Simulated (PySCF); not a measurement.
SbI₂, SMILES [I][Sb][I], multiplicity 2. Atoms are numbered in the order given.

```xyz
3

Sb     0.0000     0.0000     1.1658
I      0.0000    -2.1342    -0.5609
I      0.0000     2.1342    -0.5609
```
Charge 0, spin multiplicity 2.

Geometry optimised at PBE-D3(BJ)/def2-SVP. The spin state was assumed, not searched. The isomer is the one that the SMILES or the coordinates give; other isomers of the formula were not compared. The def2 effective core potentials stand for the cores of I, Sb; spin–orbit coupling is left out.

Computed with PBE-D3(BJ)/def2-SVP in PySCF 2.14.0.

Frequencies are harmonic and unscaled.

```
mode  ν (cm⁻¹)  IR (km/mol)  moving atoms (share of kinetic energy)
----  --------  -----------  --------------------------------------
1           57          0.1                         I 81 %, Sb 19 %
2          194          5.6                         I 52 %, Sb 48 %
3          194         31.3                         Sb 56 %, I 44 %
```
